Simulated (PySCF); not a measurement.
Cartesian coordinates in Å; atom numbers follow the order of the lines, from 1:
```xyz
21

C    -3.0538   -0.3179   -0.3207
C    -1.6216   -0.7063    0.0381
Si   -0.4665    0.7552    0.1903
O    -0.4673    1.4939   -1.3104
C     1.2829    0.2407    0.6801
Si    2.4393    1.7236    0.7394
Si    1.9691   -1.1534   -0.3885
H    -3.5017    0.3284    0.4511
H    -3.7023   -1.2015   -0.4270
H    -3.0853    0.2375   -1.2703
H    -1.5894   -1.2651    0.9905
H    -1.2047   -1.3888   -0.7235
H    -0.9651    1.7127    1.2337
H    -0.0010    2.3303   -1.3934
H     1.2168   -0.1424    1.7174
H     3.8092    1.3370    1.1959
H     1.9016    2.7725    1.6616
H     2.5599    2.3336   -0.6239
H     1.2227   -2.4248   -0.1371
H     1.8430   -0.8017   -1.8348
H     3.4146   -1.3951   -0.0849
```

Geometry: PBE0-D3(BJ)/def2-SVP; GIAO absolute shieldings from PySCF 2.14.0 with density-fitted response routines, gas phase, non-relativistic, averaged over equivalent atoms.

At KT3/pcSseg-1 (210 basis functions, 90 s wall time on 1 thread of an Arm Neoverse N1, shared host):
| atoms | σ (ppm) |
| --- | --- |
| C2 | 169.5 |
| C1 | 171.6 |
| C5 | 193.8 |
| Si3 | 362.8 |
| Si6 | 431.4 |
| Si7 | 434.5 |
| O4 | 297.9 |
| H13 | 26.32 |
| H19/H20/H21 | 27.39 |
| H16/H17/H18 | 27.42 |
| H8/H9/H10 | 30.14 |
| H12 | 30.27 |
| H14 | 30.65 |
| H11 | 30.97 |
| H15 | 32.28 |

Question: What do these become at PBE0/pcSseg-1?

Answer: 
| atoms | σ at PBE0/pcSseg-1 | change |
| --- | --- | --- |
| C2 | 173.5 | +4.0 |
| C1 | 175.7 | +4.1 |
| C5 | 197.6 | +3.8 |
| Si3 | 345.5 | -17.3 |
| Si6 | 417.7 | -13.7 |
| Si7 | 421.5 | -13.0 |
| O4 | 304.7 | +6.8 |
| H13 | 26.25 | -0.07 |
| H19/H20/H21 | 27.22 | -0.17 |
| H16/H17/H18 | 27.24 | -0.18 |
| H8/H9/H10 | 30.11 | -0.03 |
| H12 | 30.32 | +0.05 |
| H14 | 30.42 | -0.23 |
| H11 | 31.04 | +0.07 |
| H15 | 32.40 | +0.12 |

The largest change is at Si3 (silicon bonded to 2 C, O, H). Cost: 210 basis functions, 92 s wall time on 1 thread of an Arm Neoverse N1, shared host. The order of the carbon signals is the same at both levels.
